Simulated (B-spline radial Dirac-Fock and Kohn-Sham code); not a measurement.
Form factor and incoherent scattering function of Yb⁶⁰⁺

System: ytterbium as Yb⁶⁰⁺ in the configuration 1s2 2s2 2p6.

Level of theory: relativistic Hartree-Fock (Dirac-Fock) wave functions, averaged over the configuration; a B-spline atomic structure program. f₀ is the Fourier transform of the spherical electron density, S the Waller-Hartree incoherent function, and s = sin θ/λ.

```
s (Å⁻¹)      f₀      S
      0  10.000  0.000
   0.05   9.999  0.001
    0.1   9.996  0.005
   0.15   9.991  0.011
    0.2   9.984  0.019
   0.25   9.975  0.029
    0.3   9.964  0.042
   0.35   9.951  0.058
    0.4   9.935  0.075
   0.45   9.918  0.095
    0.5   9.899  0.117
    0.6   9.856  0.168
    0.7   9.804  0.227
    0.8   9.745  0.295
    0.9   9.679  0.371
      1   9.606  0.455
    1.1   9.526  0.547
    1.2   9.439  0.645
    1.4   9.248  0.862
    1.6   9.033  1.103
    1.8   8.798  1.364
      2   8.545  1.641
    2.5   7.854  2.383
      3   7.113  3.152
    3.5   6.362  3.905
      4   5.633  4.611
      5   4.334  5.815
      6   3.317  6.720
```

f₀ starts at the number of electrons, 10, and has fallen to half at s ≈ 4.49 Å⁻¹. The sum of ⟨r²⟩ over the electrons is 0.05494 bohr².

Values without a named source are computed, but for edge energies of neutral atoms, which are taken from tables.
